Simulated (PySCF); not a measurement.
Rows and methods have been separated. Pair them.

C2H5BF3 (charge -1).
InChI=1S/C2H5BF3/c3-1-2(4,5)6/h1H2,3H3/q-1

The closed-shell ground state was solved 7 times with PySCF (density fitting, gas phase), always in the pcSseg-2 basis (286 functions), with these functionals: B3LYP, BHandHLYP, HF, KT2, LC-wPBE, mPW1PW91 and wB97X-D. Isolated species at its PBE0-D3(BJ)/def2-SVP geometry, gas phase. The geometry's basis has no diffuse functions, a weakness for an anion. No diffuse functions stand in pcSseg-2, which bears on an anion's orbital energies.

```
row  total energy (Eh)  HOMO (eV)  LUMO (eV)
  P          -403.6460      -3.77       5.49
  Q          -409.5163      -1.27       4.39
  R          -403.7290      -2.51       5.03
  S          -403.6064      -5.29       6.77
  T          -401.8261      -5.75       7.02
  U          -403.7110      -4.42       6.67
  V          -403.8386      -2.32       4.73
```

Task: Which functional belongs to which row?

Result: P = BHandHLYP, Q = KT2, R = mPW1PW91, S = LC-wPBE, T = HF, U = wB97X-D, V = B3LYP. By rising HOMO–LUMO gap: KT2 (GGA) 5.66 eV; B3LYP (global hybrid, 20 % exact exchange) 7.05 eV; mPW1PW91 (global hybrid, 25 % exact exchange) 7.54 eV; BHandHLYP (global hybrid, 50 % exact exchange) 9.26 eV; wB97X-D (range-separated hybrid) 11.09 eV; LC-wPBE (range-separated hybrid) 12.06 eV; HF (all exact exchange) 12.77 eV. Total energies of different functionals aren't bounds to one another; each is stationary for its own functional.

Conformer computed: `[BH3-:1][CH2:2][C:3]([F:4])([F:5])[F:6]`: B1–C2–C3–F4 -60°.

Note: wB97X-D ran without an empirical dispersion term, which enters the total energy and its gradient alone.
